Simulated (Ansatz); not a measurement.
Geometry optimisation, RKS B3LYP/STO-3G in Ansatz.

Input file:

```yaml
crystal:
  periodic: [false, false, false]
  atoms:
    - { symbol: B, position_ang: [0.0, 0.0, 0.0] }
    - { symbol: Cl, position_ang: [0.0, 0.0, 1.86] }
    - { symbol: "N", position_ang: [1.3423, 0.0, -0.775] }
    - { symbol: H, position_ang: [1.8089, -0.9179, -1.0268] }
    - { symbol: H, position_ang: [1.7937, 0.9179, -1.0532] }
    - { symbol: Cl, position_ang: [-1.6108, 0.0, -0.93] }
basis:
  gaussian: { orbitals: STO-3G }
hamiltonian:
  xc: b3lyp
relax:
  f_tol: 0.02
  max_steps: 40
```

Launched with:

```bash
$ ansatz run input.yaml --threads 1 --pin off --max-ram 2048MiB --backend cpu --events-out ev --progress --plain --runs-dir out
```

Problem. Where does it end, and by what steps?

Solution. The forces met the threshold. Limits of this set-up: minimal basis. After 9 steps the energy has fallen by 1.847 eV; H4 moved furthest, 0.99 Å.

| step | energy less start (eV) | largest force component (eV/Å) | accepted |
| --- | --- | --- | --- |
| 0 | 0.0000 | 3.080 | yes |
| 1 | -0.4609 | 1.339 | yes |
| 2 | -0.7144 | 1.004 | yes |
| 3 | -1.1086 | 0.610 | yes |
| 4 | -1.3857 | 1.726 | yes |
| 5 | -1.7236 | 1.159 | yes |
| 6 | -1.8457 | 0.128 | yes |
| 7 | -1.8472 | 0.085 | yes |
| 8 | -1.8472 | 0.049 | no |
| 9 | -1.8474 | 0.001 | yes |

```xyz
6
Properties=species:S:1:pos:R:3
B 0.047 0.000 -0.027
Cl -0.001 -0.598 1.669
N 1.250 0.000 -0.721
H 2.144 -0.333 -0.308
H 1.339 0.333 -1.703
Cl -1.445 0.598 -0.833
```

Whether the end is a true minimum wasn't checked by a vibrational analysis.

Time of the run: 16 s on 1 thread of Arm Neoverse V1, on a shared host, peak memory 0.12 GiB.
